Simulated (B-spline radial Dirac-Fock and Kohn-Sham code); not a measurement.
The computed values come from a radial atomic solver: Dirac-Fock densities.

**Question.** This computed X-ray form factor belongs to an atom or ion in its tabulated ground configuration. Which?

| sin θ/λ (Å⁻¹) | f₀ |
| --- | --- |
| 0.15 | 54.249 |
| 0.3 | 49.538 |
| 0.35 | 47.526 |
| 0.45 | 43.170 |
| 0.7 | 32.488 |
| 1.4 | 17.431 |
| 2.5 | 10.114 |
| 3 | 7.782 |
| 5 | 4.355 |

**Answer.** Yb¹⁴⁺, with 56 electrons in [Kr] 4d10 4f10. f₀ tends to the number of electrons as s goes to zero, which the first rows give only roughly, and the rate of fall reflects the nuclear charge, 70.

**Question.** This computed X-ray form factor belongs to an atom or ion in its tabulated ground configuration. Which?

| sin θ/λ (Å⁻¹) | f₀ |
| --- | --- |
| 0.08 | 13.935 |
| 0.18 | 13.679 |
| 0.22 | 13.526 |
| 0.51 | 11.798 |
| 0.63 | 10.921 |
| 0.78 | 9.839 |
| 1.47 | 6.386 |
| 2.76 | 3.148 |
| 3.4 | 2.201 |

**Answer.** Se²⁰⁺, with 14 electrons in [Ne] 3s2 3p2. f₀ tends to the number of electrons as s goes to zero, which the first rows give only roughly, and the rate of fall reflects the nuclear charge, 34.

**Question.** This computed X-ray form factor belongs to an atom or ion in its tabulated ground configuration. Which?

| sin θ/λ (Å⁻¹) | f₀ |
| --- | --- |
| 0.15 | 31.750 |
| 0.2 | 30.852 |
| 0.4 | 26.064 |
| 0.5 | 23.561 |
| 0.8 | 17.412 |
| 1.1 | 12.947 |
| 1.2 | 11.718 |
| 1.4 | 9.652 |
| 4 | 2.960 |

**Answer.** Rh¹²⁺, with 33 electrons in [Ar] 3d10 4s2 4p3. f₀ tends to the number of electrons as s goes to zero, which the first rows give only roughly, and the rate of fall reflects the nuclear charge, 45.
